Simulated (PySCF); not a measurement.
C2H6AlCl, charge -1, multiplicity 2. Atoms are numbered in the order given.

```xyz
10

Al     0.4525    -0.5524     0.0000
C      1.2647     0.2363     1.6658
H      1.1510     1.3380     1.6500
H      2.3456     0.0172     1.7390
H      0.7897    -0.1275     2.5921
C      1.2647     0.2363    -1.6658
H      1.1510     1.3380    -1.6500
H      0.7897    -0.1275    -2.5921
H      2.3456     0.0172    -1.7390
Cl    -1.7431     0.1112     0.0000
```
Charge -1, spin multiplicity 2.

Geometry optimised at B3LYP-D3(BJ)/def2-SVPD. The multiplicity is an assumed one; other spin states were not compared. The isomer is the one that the SMILES or the coordinates give; other isomers of the formula were not compared.

Computed with M06-2X/def2-SVPD run with PySCF.

Mulliken values depend strongly on the basis, most of all with diffuse functions as here. ESP charges are fitted to the potential on shells at 1.4 to 2.0 van der Waals radii. Atomic charges (e):

```json
[
 {"atom": "Al1", "meta-Löwdin": "0.30", "ESP fit": "-0.41", "Mulliken spin": "1.01"},
 {"atom": "C2", "meta-Löwdin": "-0.61", "ESP fit": "0.11", "Mulliken spin": "0.00"},
 {"atom": "H3", "meta-Löwdin": "0.07", "ESP fit": "-0.01", "Mulliken spin": "0.03"},
 {"atom": "H4", "meta-Löwdin": "0.07", "ESP fit": "-0.10", "Mulliken spin": "0.00"},
 {"atom": "H5", "meta-Löwdin": "0.08", "ESP fit": "-0.08", "Mulliken spin": "0.00"},
 {"atom": "C6", "meta-Löwdin": "-0.61", "ESP fit": "0.11", "Mulliken spin": "0.00"},
 {"atom": "H7", "meta-Löwdin": "0.07", "ESP fit": "-0.01", "Mulliken spin": "0.03"},
 {"atom": "H8", "meta-Löwdin": "0.08", "ESP fit": "-0.08", "Mulliken spin": "0.00"},
 {"atom": "H9", "meta-Löwdin": "0.07", "ESP fit": "-0.10", "Mulliken spin": "0.00"},
 {"atom": "Cl10", "meta-Löwdin": "-0.54", "ESP fit": "-0.44", "Mulliken spin": "-0.05"}
]
```
